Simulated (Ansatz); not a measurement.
Ansatz (a program for electronic structure) input (r2SCAN0/def2-TZVPD):

Ansatz 0.2 input:
```yaml
crystal:
  periodic: [false, false, false]
  atoms:
    - {symbol: N, position_ang: [0.91672161, -1.71197454, -0.68348842]}
    - {symbol: B, position_ang: [-0.04285249, -0.81292502, -0.31206349]}
    - {symbol: N, position_ang: [-1.54763307, -1.24313539, -0.43850159]}
    - {symbol: Br, position_ang: [0.22085049, 0.93842640, 0.35576442]}
    - {symbol: H, position_ang: [1.89903823, -1.48242595, -0.62071026]}
    - {symbol: H, position_ang: [0.75442753, -2.64321023, -1.03801199]}
    - {symbol: H, position_ang: [-2.01141119, -1.18362424, 0.47312747]}
    - {symbol: H, position_ang: [-2.05125961, -0.59584474, -1.05256543]}
    - {symbol: H, position_ang: [-1.68991929, -2.18942415, -0.79934698]}
basis:
  gaussian:
    orbitals: def2-TZVPD
hamiltonian:
  xc: {name: r2SCAN0}
total_charge: 1
output: {forces: true}
```

Output:

```
Functional definition: r2SCAN0
integrals: 0.14 GiB planned
1250 factors; their error is unknown
0.35 GiB of the device are held for the grids
1.13 GiB of device memory are held for the factors and their scratch space
mean field: 1.06 GiB planned
mean field evaluation 1: about -73764.3820 eV, gradient 8.8e1 eV
mean field evaluation 2: about -73755.4489 eV, gradient 1.0e2 eV
mean field evaluation 4: about -73778.6655 eV, gradient 6.4e0 eV
mean field evaluation 8: about -73779.0514 eV, gradient 5.3e-1 eV
mean field evaluation 16: about -73779.0516 eV, gradient 2.7e-5 eV
mean field -73779.05161350 eV, -2711.3301375589 hartree, gradient 2.7e-5 eV, S^2 0.000000; 0 other end points of the search recorded, 0 dependent functions left out
the calculation of the forces begins
reference -73779.05162620 eV, -2711.3301380254 hartree; 29, 29 occupied and 184, 184 virtual orbitals, 1250 factors
Total energy: -73779.05162620 eV, -2711.3301380254 hartree
Atom 0 at     0.916722    -1.711975    -0.683488 Å, force     0.002199     0.014224     0.005422 eV/Å
Atom 1 at    -0.042852    -0.812925    -0.312063 Å, force     0.017190     0.007228     0.002336 eV/Å
Atom 2 at    -1.547633    -1.243135    -0.438502 Å, force    -0.030475    -0.005352    -0.001266 eV/Å
Atom 3 at     0.220850     0.938426     0.355764 Å, force    -0.053144    -0.288359    -0.109703 eV/Å
Atom 4 at     1.899038    -1.482426    -0.620710 Å, force    -0.233720    -0.039436    -0.009089 eV/Å
Atom 5 at     0.754428    -2.643210    -1.038012 Å, force     0.024881     0.223172     0.085328 eV/Å
Atom 6 at    -2.011411    -1.183624     0.473127 Å, force     0.108741    -0.001757    -0.199964 eV/Å
Atom 7 at    -2.051260    -0.595845    -1.052565 Å, force     0.117671    -0.133481     0.141950 eV/Å
Atom 8 at    -1.689919    -2.189424    -0.799347 Å, force     0.046658     0.223761     0.084986 eV/Å
Dipole moment:    -0.884939    -1.448171    -0.534801 e Å
```

It need not be the lowest isomer of its formula.
